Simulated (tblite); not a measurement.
A geometry optimisation, step by step.

C4H11B2FO.
Atom-mapped SMILES: `[BH2:1][C@@H:2]([CH3:3])[CH2:4][CH2:5][O:6][BH:7][F:8]` (hydrogens: H9, H10 on B1; H11 on C2; H12, H13, H14 on C3; H15, H16 on C4; H17, H18 on C5; H19 on B7)

Computed with GFN2-xTB (tblite), gas phase: L-BFGS steps from a force-field or distance-geometry start until the largest atomic force falls under 0.01 eV/Å. 4 of its 168 geometries are shown.

Step 0: E = -692.4155 eV, largest atomic force 3.563 eV/Å
```
atom  x, y, z in Å  |  force x, y, z in eV/Å
B1     -1.013    1.754    0.079   -0.678   0.887   0.217
C2     -1.131    0.212    0.318   -0.208   0.530   2.381
C3     -2.477   -0.331   -0.097   -1.061  -0.803  -1.284
C4     -0.141   -0.630   -0.396   -0.660  -2.026  -1.085
C5      1.296   -0.413   -0.114    1.404   0.707  -1.710
O6      1.689   -0.590    1.201    3.130   1.014   1.346
B7      3.148   -0.306    1.198   -1.257   1.241  -1.889
F8      3.682    0.996    0.798   -1.537  -2.958   1.259
H9     -1.294    2.465    0.991    0.234  -0.191  -0.331
H10    -0.926    2.262   -0.974    0.240  -0.236  -0.003
H11    -1.101    0.044    1.442    0.433  -0.024  -1.030
H12    -2.344   -0.655   -1.171   -0.620   0.197   0.972
H13    -3.279    0.423   -0.099    0.243  -0.470   0.326
H14    -2.744   -1.239    0.509    0.035   0.983  -0.630
H15    -0.315   -0.473   -1.490    0.453  -0.042   0.546
H16    -0.390   -1.725   -0.231    0.312   0.895   0.061
H17     1.613    0.608   -0.480   -0.344  -0.608   0.193
H18     1.873   -1.162   -0.713   -0.175   0.363  -0.141
H19     3.844   -1.230    0.903    0.057   0.542   0.803
```

Step 56: E = -694.5683 eV, largest atomic force 0.103 eV/Å
```
atom  x, y, z in Å  |  force x, y, z in eV/Å
B1     -0.932    1.682   -0.075   -0.058   0.016  -0.005
C2     -1.023    0.140    0.266    0.052   0.025  -0.017
C3     -2.490   -0.312    0.141    0.037   0.034   0.010
C4     -0.139   -0.732   -0.633    0.041   0.034   0.006
C5      1.329   -0.332   -0.503    0.012   0.004  -0.068
O6      1.877   -0.838    0.708    0.049   0.021   0.015
B7      2.928   -0.334    1.320    0.034  -0.058   0.078
F8      3.562    0.750    0.856   -0.068  -0.009  -0.034
H9     -1.226    2.478    0.728   -0.026  -0.002   0.030
H10    -0.636    2.039   -1.149   -0.017  -0.007   0.004
H11    -0.706   -0.043    1.299   -0.072  -0.032   0.014
H12    -2.859   -0.127   -0.865    0.003   0.001  -0.020
H13    -3.116    0.235    0.839   -0.047   0.002   0.040
H14    -2.582   -1.378    0.345    0.020   0.031   0.035
H15    -0.440   -0.613   -1.676    0.019  -0.002   0.021
H16    -0.248   -1.786   -0.361    0.064   0.039  -0.029
H17     1.429    0.760   -0.524   -0.019  -0.031  -0.015
H18     1.915   -0.741   -1.332    0.039  -0.085  -0.034
H19     3.347   -0.839    2.291   -0.064   0.021  -0.031
```

Step 111: E = -694.6156 eV, largest atomic force 0.103 eV/Å
```
atom  x, y, z in Å  |  force x, y, z in eV/Å
B1     -0.799    1.690    0.018    0.026   0.016  -0.009
C2     -0.884    0.130    0.231   -0.011   0.020   0.000
C3     -2.357   -0.320    0.281   -0.013  -0.002   0.009
C4     -0.127   -0.712   -0.804    0.036   0.003   0.021
C5      1.383   -0.502   -0.706    0.034   0.010  -0.008
O6      1.854   -0.920    0.569    0.029   0.048   0.008
B7      2.567   -0.180    1.392   -0.084   0.030  -0.051
F8      2.959    1.057    1.060   -0.031  -0.049   0.018
H9     -1.212    2.391    0.857   -0.010   0.034   0.005
H10    -0.382    2.154   -0.972   -0.015  -0.003   0.022
H11    -0.463   -0.116    1.215    0.007   0.027  -0.026
H12    -2.819   -0.222   -0.699    0.014   0.017  -0.011
H13    -2.921    0.286    0.985    0.004  -0.016   0.018
H14    -2.420   -1.362    0.588   -0.031  -0.002  -0.014
H15    -0.439   -0.445   -1.815   -0.024  -0.004   0.002
H16    -0.348   -1.768   -0.644    0.038  -0.073  -0.004
H17     1.629    0.552   -0.872   -0.005  -0.007   0.019
H18     1.905   -1.108   -1.455   -0.012  -0.029  -0.006
H19     2.862   -0.595    2.444    0.049  -0.020   0.007
```

Step 167: E = -694.6388 eV, largest atomic force 0.006 eV/Å
```
atom  x, y, z in Å  |  force x, y, z in eV/Å
B1     -0.690    1.675    0.018   -0.003  -0.004   0.001
C2     -0.805    0.115    0.247    0.002  -0.005   0.001
C3     -2.292   -0.281    0.317    0.003   0.001  -0.002
C4     -0.091   -0.757   -0.795    0.005   0.001  -0.001
C5      1.420   -0.527   -0.799    0.003   0.001  -0.003
O6      1.996   -0.954    0.429   -0.005  -0.002   0.000
B7      2.355   -0.151    1.407   -0.003   0.003   0.003
F8      2.254    1.181    1.296    0.004   0.003  -0.001
H9     -1.054    2.394    0.863    0.003   0.000  -0.002
H10    -0.322    2.117   -0.999    0.000   0.000   0.004
H11    -0.377   -0.133    1.227    0.000   0.002   0.002
H12    -2.783   -0.081   -0.633    0.002   0.001  -0.002
H13    -2.803    0.284    1.091   -0.004   0.001   0.004
H14    -2.394   -1.342    0.538   -0.001  -0.001  -0.001
H15    -0.470   -0.531   -1.793   -0.001  -0.004   0.000
H16    -0.279   -1.814   -0.589    0.001   0.004   0.003
H17     1.637    0.532   -0.966   -0.004   0.002  -0.002
H18     1.894   -1.125   -1.584    0.002  -0.002  -0.002
H19     2.794   -0.592    2.397   -0.002  -0.003  -0.002
```

Q: Summarise the path.

A: The energy falls by 214.52 kJ/mol from step 0 to step 167; nine tenths of that is first reached at step 23. It falls at every step. The largest force goes from 3.563 to 0.006 eV/Å. Among the bonds O6–B7 changes most, from 1.486 to 1.316 Å; the atoms move by 0.847 Å rms after alignment.

What follows is the cost of the whole relaxation. Time: 1.8 s of wall time. Hardware: Arm Neoverse N1, one thread, on a shared host.
